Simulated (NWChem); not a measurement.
# BeH₂; SMILES [BeH2]

Computed with NWChem. Pople sets run with spherical d functions. Structure relaxed at the PBE0/def2-SVP level. Static field.

Question: Order these by “isotropic polarisability (bohr³)”, lowest first: PBE0/6-31G*; PBE0/def2-TZVPD; PBE0/def2-SVP; PBE0/def2-TZVP.

Answer: PBE0/6-31G* (15.6), PBE0/def2-SVP (16.7), PBE0/def2-TZVP (18.8), PBE0/def2-TZVPD (20.8)
